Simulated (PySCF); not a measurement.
PySCF input (TPSS/def2-TZVPD):

```python
from pyscf import gto, scf, dft

mol = gto.M(
    atom='''
    Be   -0.00000000   -0.00000000   -1.33525805
    H    -0.00000000   -0.00000000   -2.65794029
    Cl    0.00000000    0.00000000    0.47052779
    ''',
    basis='def2-tzvpd',
    charge=0,
    spin=0,
    verbose=4,
)

mf = dft.RKS(mol, xc='tpss').density_fit(auxbasis='def2-universal-jkfit')
mf.grids.level = 3
mf.conv_tol = 1e-9
mf.max_cycle = 100
mf.max_memory = 1500
mf.kernel()
if not mf.converged:
    mf = mf.newton()
    mf.kernel(mf.make_rdm1())
mf.analyze()
```

Output:

```
PySCF version 2.14.0

[INPUT] verbose = 4
[INPUT] num. atoms = 3
[INPUT] num. electrons = 22
[INPUT] charge = 0
[INPUT] spin (= nelec alpha-beta = 2S) = 0
[INPUT] symmetry False subgroup None
[INPUT] Mole.unit = angstrom
[INPUT] Symbol           X                Y                Z      unit          X                Y                Z       unit  Magmom
[INPUT]  1 Be     0.000000000000   0.000000000000  -1.335258050000 AA    0.000000000000   0.000000000000  -2.523272020121 Bohr   0.0
[INPUT]  2 H      0.000000000000   0.000000000000  -2.657940290000 AA    0.000000000000   0.000000000000  -5.022779203547 Bohr   0.0
[INPUT]  3 Cl     0.000000000000   0.000000000000   0.470527790000 AA    0.000000000000   0.000000000000   0.889168657097 Bohr   0.0

nuclear repulsion = 24.4029346058237
number of shells = 31
number of NR pGTOs = 114
number of NR cGTOs = 77
basis = def2-tzvpd
ecp = {}

******** <class 'pyscf.df.df_jk.DFRKS'> ********
method = DFRKS
initial guess = minao
damping factor = 0
level_shift factor = 0
DIIS = <class 'pyscf.scf.diis.CDIIS'>
diis_start_cycle = 1
diis_space = 8
diis_damp = 0
SCF conv_tol = 1e-09
SCF conv_tol_grad = None
SCF max_cycles = 100
direct_scf = False
XC library pyscf.dft.libxc version 7.1.2
    S. Lehtola, C. Steigemann, M. J. T. Oliveira, and M. A. L. Marques,  SoftwareX 7, 1–5 (2018)
XC functionals = tpss
    J. Tao, J. P. Perdew, V. N. Staroverov, and G. E. Scuseria,  Phys. Rev. Lett. 91, 146401 (2003)
    J. P. Perdew, J. Tao, V. N. Staroverov, and G. E. Scuseria,  J. Chem. Phys. 120, 6898 (2004)
    J. Tao, J. P. Perdew, V. N. Staroverov, and G. E. Scuseria,  Phys. Rev. Lett. 91, 146401 (2003)
    J. P. Perdew, J. Tao, V. N. Staroverov, and G. E. Scuseria,  J. Chem. Phys. 120, 6898 (2004)
radial grids:
    Treutler-Ahlrichs [JCP 102, 346 (1995); DOI:10.1063/1.469408] (M4) radial grids

becke partition: Becke, JCP 88, 2547 (1988); DOI:10.1063/1.454033
pruning grids: <function nwchem_prune>
grids dens level: 3
symmetrized grids: False
atomic radii adjust function: <function treutler_atomic_radii_adjust>
small_rho_cutoff = 0
Set gradient conv threshold to 3.16228e-05
Initial guess from minao.
tot grids = 42416
init E= -475.621255528992
  HOMO = -0.367031399014005  LUMO = -0.0736426338992048  gap/eV = 7.98351
cycle= 1 E= -475.629709298435  delta_E= -0.00845  |g|= 0.232  |ddm|= 1.53
  HOMO = -0.264089286547188  LUMO = -0.0343630391151853  gap/eV = 6.25117
cycle= 2 E= -475.627257003805  delta_E= 0.00245  |g|= 0.271  |ddm|= 0.506
  HOMO = -0.300699741315572  LUMO = -0.0405481971729408  gap/eV = 7.07908
cycle= 3 E= -475.645265562036  delta_E= -0.018  |g|= 0.0502  |ddm|= 0.28
  HOMO = -0.309874130988552  LUMO = -0.044979003113612  gap/eV = 7.20816
cycle= 4 E= -475.645846747148  delta_E= -0.000581  |g|= 0.0196  |ddm|= 0.0514
  HOMO = -0.310086075479349  LUMO = -0.0438305781630413  gap/eV = 7.24518
cycle= 5 E= -475.645964230329  delta_E= -0.000117  |g|= 0.002  |ddm|= 0.0157
  HOMO = -0.310286405485193  LUMO = -0.0437546470937512  gap/eV = 7.25270
cycle= 6 E= -475.645965512677  delta_E= -1.28e-06  |g|= 0.000513  |ddm|= 0.00303
  HOMO = -0.310167454361929  LUMO = -0.0437404848381908  gap/eV = 7.24985
cycle= 7 E= -475.645965618245  delta_E= -1.06e-07  |g|= 1.59e-05  |ddm|= 0.000579
  HOMO = -0.310168942103359  LUMO = -0.0437417162762664  gap/eV = 7.24985
cycle= 8 E= -475.645965618325  delta_E= -8.05e-11  |g|= 3.04e-06  |ddm|= 4.34e-05
  HOMO = -0.310168937592732  LUMO = -0.0437406689942115  gap/eV = 7.24988
Extra cycle  E= -475.645965618321  delta_E= 4.15e-12  |g|= 4.43e-06  |ddm|= 7.21e-06
converged SCF energy = -475.645965618321
**** SCF Summaries ****
Total Energy =                        -475.645965618321213
Nuclear Repulsion Energy =              24.402934605823710
One-electron Energy =                 -704.046124660459213
Two-electron Energy =                  203.997224436314298
Two-electron Coulomb Energy =          235.542981171859054
DFT Exchange-Correlation Energy =      -31.545756735544760
HOMO-LUMO gap [eV] =                     7.249882463474576
**** MO energy ****
MO #1   energy= -100.988856284267  occ= 2
MO #2   energy= -9.24133864508592  occ= 2
MO #3   energy= -7.01547153793893  occ= 2
MO #4   energy= -7.01300084600196  occ= 2
MO #5   energy= -7.01300084600195  occ= 2
MO #6   energy= -3.94056589938434  occ= 2
MO #7   energy= -0.764803587128931 occ= 2
MO #8   energy= -0.372264299643508 occ= 2
MO #9   energy= -0.31265453747028  occ= 2
MO #10  energy= -0.310168937592751 occ= 2
MO #11  energy= -0.310168937592732 occ= 2
MO #12  energy= -0.0437406689942115 occ= 0
MO #13  energy= -0.043740668994188 occ= 0
MO #14  energy= -0.0139604268089535 occ= 0
MO #15  energy= 0.0253506594188313 occ= 0
MO #16  energy= 0.0418064553474757 occ= 0
MO #17  energy= 0.0418064553475109 occ= 0
MO #18  energy= 0.0465572023186621 occ= 0
MO #19  energy= 0.0787236098886216 occ= 0
MO #20  energy= 0.0787236098886457 occ= 0
MO #21  energy= 0.0851126312542772 occ= 0
MO #22  energy= 0.148299938026333  occ= 0
MO #23  energy= 0.148300500431343  occ= 0
MO #24  energy= 0.171790658643918  occ= 0
MO #25  energy= 0.17606409001749   occ= 0
MO #26  energy= 0.17606409001752   occ= 0
MO #27  energy= 0.179919602870364  occ= 0
MO #28  energy= 0.212431719145439  occ= 0
MO #29  energy= 0.235959179047753  occ= 0
MO #30  energy= 0.235959179047795  occ= 0
MO #31  energy= 0.262324584814159  occ= 0
MO #32  energy= 0.335925512178533  occ= 0
MO #33  energy= 0.335925512178582  occ= 0
MO #34  energy= 0.391580720358951  occ= 0
MO #35  energy= 0.403787002905858  occ= 0
MO #36  energy= 0.403787027308641  occ= 0
MO #37  energy= 0.462474440279967  occ= 0
MO #38  energy= 0.462474440279999  occ= 0
MO #39  energy= 0.483690128403629  occ= 0
MO #40  energy= 0.528116526844799  occ= 0
MO #41  energy= 0.528116526844805  occ= 0
MO #42  energy= 0.541385937500685  occ= 0
MO #43  energy= 0.54139099346919   occ= 0
MO #44  energy= 0.571984805311878  occ= 0
MO #45  energy= 0.658091504842247  occ= 0
MO #46  energy= 0.727484705705194  occ= 0
MO #47  energy= 0.72748470570527   occ= 0
MO #48  energy= 0.790375223922265  occ= 0
MO #49  energy= 0.974413654235608  occ= 0
MO #50  energy= 1.13473824967401   occ= 0
MO #51  energy= 1.78580973400238   occ= 0
MO #52  energy= 1.7858097340024    occ= 0
MO #53  energy= 1.8489405096338    occ= 0
MO #54  energy= 1.84900897895384   occ= 0
MO #55  energy= 1.93510352554585   occ= 0
MO #56  energy= 1.94139293971443   occ= 0
MO #57  energy= 1.94139293971445   occ= 0
MO #58  energy= 2.04752086818265   occ= 0
MO #59  energy= 2.04752086818266   occ= 0
MO #60  energy= 2.0568830304247    occ= 0
MO #61  energy= 2.05689117991206   occ= 0
MO #62  energy= 2.11158822104154   occ= 0
MO #63  energy= 2.22138935219946   occ= 0
MO #64  energy= 2.22138935219948   occ= 0
MO #65  energy= 2.29950599603814   occ= 0
MO #66  energy= 2.29950599603818   occ= 0
MO #67  energy= 2.41680944104603   occ= 0
MO #68  energy= 2.71668077093235   occ= 0
MO #69  energy= 3.06033267567237   occ= 0
MO #70  energy= 5.1741373486757    occ= 0
MO #71  energy= 5.17413734867572   occ= 0
MO #72  energy= 6.10593334097713   occ= 0
MO #73  energy= 7.82764011823231   occ= 0
MO #74  energy= 10.668327203674    occ= 0
MO #75  energy= 10.6683272036741   occ= 0
MO #76  energy= 10.9796398971316   occ= 0
MO #77  energy= 24.8694927389963   occ= 0
 ** Mulliken pop on meta-lowdin orthogonal AOs  **
 ** Mulliken pop  **
pop of  0 Be 1s           1.99986
pop of  0 Be 2s           0.70895
pop of  0 Be 3s           0.00673
pop of  0 Be 4s           0.00013
pop of  0 Be 5s           0.00040
pop of  0 Be 2px          0.02339
pop of  0 Be 2py          0.02339
pop of  0 Be 2pz          0.04356
pop of  0 Be 3px          0.00433
pop of  0 Be 3py          0.00433
pop of  0 Be 3pz          0.02151
pop of  0 Be 4px          0.00001
pop of  0 Be 4py          0.00001
pop of  0 Be 4pz          0.00181
pop of  0 Be 5px          0.00080
pop of  0 Be 5py          0.00080
pop of  0 Be 5pz          0.01128
pop of  0 Be 3dxy         0.00000
pop of  0 Be 3dyz         0.00104
pop of  0 Be 3dz^2        0.00097
pop of  0 Be 3dxz         0.00104
pop of  0 Be 3dx2-y2      0.00000
pop of  1 H 1s            1.42839
pop of  1 H 2s            0.00134
pop of  1 H 3s            0.00471
pop of  1 H 2px           0.00148
pop of  1 H 2py           0.00148
pop of  1 H 2pz           0.01006
pop of  1 H 3px           0.00186
pop of  1 H 3py           0.00186
pop of  1 H 3pz           0.00247
pop of  2 Cl 1s           1.99999
pop of  2 Cl 2s           1.99973
pop of  2 Cl 3s           1.92645
pop of  2 Cl 4s           0.00605
pop of  2 Cl 5s           0.00105
pop of  2 Cl 6s           0.00101
pop of  2 Cl 2px          1.99991
pop of  2 Cl 2py          1.99991
pop of  2 Cl 2pz          1.99990
pop of  2 Cl 3px          1.95543
pop of  2 Cl 3py          1.95543
pop of  2 Cl 3pz          1.79519
pop of  2 Cl 4px          0.00148
pop of  2 Cl 4py          0.00148
pop of  2 Cl 4pz          0.00113
pop of  2 Cl 5px          0.00004
pop of  2 Cl 5py          0.00004
pop of  2 Cl 5pz          0.00307
pop of  2 Cl 6px          0.00014
pop of  2 Cl 6py          0.00014
pop of  2 Cl 6pz          0.00006
pop of  2 Cl 7px          0.00002
pop of  2 Cl 7py          0.00002
pop of  2 Cl 7pz          0.00008
pop of  2 Cl 3dxy         0.00000
pop of  2 Cl 3dyz         0.00621
pop of  2 Cl 3dz^2        0.01707
pop of  2 Cl 3dxz         0.00621
pop of  2 Cl 3dx2-y2      0.00000
pop of  2 Cl 4dxy         0.00000
pop of  2 Cl 4dyz         0.00262
pop of  2 Cl 4dz^2        0.00074
pop of  2 Cl 4dxz         0.00262
pop of  2 Cl 4dx2-y2      0.00000
pop of  2 Cl 5dxy         0.00000
pop of  2 Cl 5dyz         0.00066
pop of  2 Cl 5dz^2        0.00425
pop of  2 Cl 5dxz         0.00066
pop of  2 Cl 5dx2-y2      0.00000
pop of  2 Cl 4f-3         0.00000
pop of  2 Cl 4f-2         0.00000
pop of  2 Cl 4f-1         0.00058
pop of  2 Cl 4f+0         0.00206
pop of  2 Cl 4f+1         0.00058
pop of  2 Cl 4f+2         0.00000
pop of  2 Cl 4f+3         0.00000
 ** Mulliken atomic charges  **
charge of    0Be =      1.14566
charge of    1H =     -0.45366
charge of    2Cl =     -0.69200
Dipole moment(X, Y, Z, Debye): -0.00000, -0.00000, -0.39201
```
